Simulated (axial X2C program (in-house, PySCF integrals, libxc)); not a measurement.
**GaTa along the bond: PBE50, two-component**

All values were computed with an axial X2C code built on PySCF integrals. Two-component (2c) means X2C with spin–orbit coupling and atomic mean-field two-electron Coulomb and Gaunt terms. Basis: Ta dyall-cv3z [13s14p9d7f4g], Ga dyall-cv3z [9s9p7d4f1g] (cores contracted in-house); Gaussian nuclei, density fitting, unrestricted open shells. Masses: Ta 180.948 u, Ga 68.926 u.

State: Ω = 4 (⟨Sz⟩ = 1.98, ⟨Lz⟩ = 2.02 at PBE50). Dipoles are positive if Ga is the positive end.

Results along the bond:

```
R (Å)   μ (D)  HOMO (eV)  LUMO (eV)
2.272  -0.371      -5.35      -1.71
2.376  -0.365      -5.37      -1.61
2.454  -0.324      -5.38      -1.53
2.533  -0.252      -5.38      -1.44
2.611  -0.150      -5.37      -1.36
2.702   0.004      -5.34      -1.36
2.794   0.190      -5.30      -1.38
2.911   0.465      -5.23      -1.42
3.055   0.813      -5.15      -1.46
3.264   1.335      -5.08      -1.49
```

Occupations by symmetry block were frozen at the best pattern of an incomplete PBE0 search. Density functionals use the spin component along the axis (collinear). Other states lie close and PBE0, whose exact exchange favours high spin, may order them wrongly; the determinant shown need not be the ground state. The nearest other spin-free determinant of the search, M_S = 3, Λ = 0, lies 0.25 eV up at the distance of the search. Without a current term, density functionals place determinants with orbital angular momentum somewhat too high. With several unpaired electrons one determinant need not be a pure state. A state of lower Ω lies just above, and one determinant can place such states too high, so the state shown need not be the lowest. The search has Ω = 3 only 0.04 eV up. Open-shell Ω = 0 determinants with evenly filled partner blocks cannot be reached by this program, so the Ω shown need not be the lowest component. The determinant is spin-polarised beyond a pure state at some levels (its spin-free form has ⟨S²⟩ too high), which makes Re and μ there less reliable.
